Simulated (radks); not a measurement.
Isoelectronic series with 19 electrons, all held in the configuration [Ar] 4s1, which need not be the ground one along the series. All-electron calculation, scalar-relativistic Kohn-Sham, PBEsol, spin-unpolarised, spherical densities, finite nucleus; Fermi nuclear charge, rms radius of each element as measured or else 0.836 A^(1/3) + 0.57 fm. Program: a radial shooting solver on a logarithmic mesh with Libxc functionals. Total energies (hartree) and mean radii <r> (bohr):

ion,E (hartree),4s,3p,3s
K,-601.28378,5.025,1.435,1.270
Ca+,-679.23549,3.602,1.267,1.156
Sc2+,-762.29853,2.946,1.138,1.060
Ti3+,-850.46886,2.533,1.034,0.9791
V4+,-943.75043,2.238,0.9489,0.9098
Cr5+,-1042.15109,2.014,0.8774,0.8496
Mn6+,-1145.68134,1.835,0.8164,0.7970
Fe7+,-1254.35364,1.688,0.7637,0.7506
Co8+,-1368.18185,1.565,0.7176,0.7093
Ni9+,-1487.18145,1.460,0.6769,0.6724
